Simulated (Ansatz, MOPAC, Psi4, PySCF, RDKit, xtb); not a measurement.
Complex: GeH4 (SMILES [GeH4]) (first 5 atoms) with C2H6O (SMILES COC); geometry from B3LYP-D3(BJ)/def2-TZVP, rigid monomers moved along the line of their centres of mass till Ge1···O7 is 4.40 Å.
(charge 0, multiplicity 1):
```json
[
 {"atom": "Ge", "x (Å)": "0.2755", "y (Å)": "0.0049", "z (Å)": "0.6678"},
 {"atom": "H", "x (Å)": "-0.1896", "y (Å)": "-1.4293", "z (Å)": "0.9469"},
 {"atom": "H", "x (Å)": "-0.7187", "y (Å)": "1.0111", "z (Å)": "1.2663"},
 {"atom": "H", "x (Å)": "0.3199", "y (Å)": "0.2217", "z (Å)": "-0.8582"},
 {"atom": "H", "x (Å)": "1.6785", "y (Å)": "0.2426", "z (Å)": "1.2390"},
 {"atom": "C", "x (Å)": "0.3074", "y (Å)": "0.8735", "z (Å)": "5.5880"},
 {"atom": "O", "x (Å)": "-0.0788", "y (Å)": "-0.3655", "z (Å)": "5.0341"},
 {"atom": "C", "x (Å)": "-1.4232", "y (Å)": "-0.6892", "z (Å)": "5.3151"},
 {"atom": "H", "x (Å)": "0.2171", "y (Å)": "0.8661", "z (Å)": "6.6815"},
 {"atom": "H", "x (Å)": "-0.3033", "y (Å)": "1.6950", "z (Å)": "5.1918"},
 {"atom": "H", "x (Å)": "1.3482", "y (Å)": "1.0410", "z (Å)": "5.3162"},
 {"atom": "H", "x (Å)": "-1.5954", "y (Å)": "-0.7705", "z (Å)": "6.3957"},
 {"atom": "H", "x (Å)": "-1.6314", "y (Å)": "-1.6494", "z (Å)": "4.8464"},
 {"atom": "H", "x (Å)": "-2.1085", "y (Å)": "0.0650", "z (Å)": "4.9072"}
]
```

| level | interaction energy (kcal/mol) | cost |
|---|---|---|
| UFF | -0.70 | - |
| GFN-FF | -0.65 | - |
| AM1 | 0.09 | - |
| PM3 | 0.47 | - |
| PM7 | -0.51 | - |
| GFN2-xTB | -1.03 | - |
| HF/STO-3G (no counterpoise) | -0.18 | - |
| PBE-D3(BJ)/def2-TZVPPD | -0.92 | ×1 |
| r2SCAN/def2-TZVPPD | -0.47 | ×2 |
| r2SCAN-D3(BJ)/def2-TZVPPD | -0.81 | ×2 |
| B3LYP/3-21G (no counterpoise) | -1.23 | - |
| B3LYP/6-31G* (no counterpoise) | -0.85 | - |
| B3LYP/def2-TZVPPD | -0.08 | ×2 |
| PBE0-D4/def2-TZVPPD | -0.95 | ×2 |
| M06-2X/6-31G* (no counterpoise) | -1.23 | - |
| wB97X-V/def2-TZVPPD | -0.83 | ×3 |
| wB97M-V/def2-TZVPPD | -0.83 | ×4 |
| MP2/6-31G* | -0.44 | - |
| SCS-MP2/aug-cc-pVDZ | -0.69 | - |
| SAPT0/aug-cc-pVDZ | -0.85 | - |

The rows run from -1.23 (M06-2X/6-31G* (no counterpoise)) to 0.47 kcal/mol (PM3). The dispersion term adds -0.34 in r2SCAN-D3(BJ). The 4 functionals in def2-TZVPPD without D3 or D4 span 0.75, from wB97X-V to B3LYP.

Interaction energies are E(AB) − E(A) − E(B) at the monomers' geometry in the complex; basis-set methods are counterpoise corrected. Rows marked so take none. RDKit's UFF carries no charges.

Correlated levels freeze the cores. Filled d and f shells under p-block atoms count as core. Rows in 3-21G, 6-31G*, STO-3G carry no dispersion term and start afresh at each structure (6-31G* with six Cartesian d functions); the Pople sets are all-electron and without relativity. MP2/6-31G* freezes PySCF's default core, which leaves 3d correlated. The state reached by AM1, PM3, PM7 isn't checked; PM7 holds dispersion and hydrogen-bond terms.

Codes used: Ansatz (a program for electronic structure) with Gaussian orbitals; MOPAC for AM1, PM3, PM7 (differences of heats of formation); Psi4 for SAPT; PySCF for 3-21G rows, 6-31G* rows, STO-3G rows, the dispersion terms; RDKit for the force fields; xtb for the GFN methods. Values without a source in brackets are computed.

Costs are rough ratios of core time to PBE/def2-TZVPPD (about 25 s over the structures, on one shared machine); a dash marks a level with no comparable run of its own.
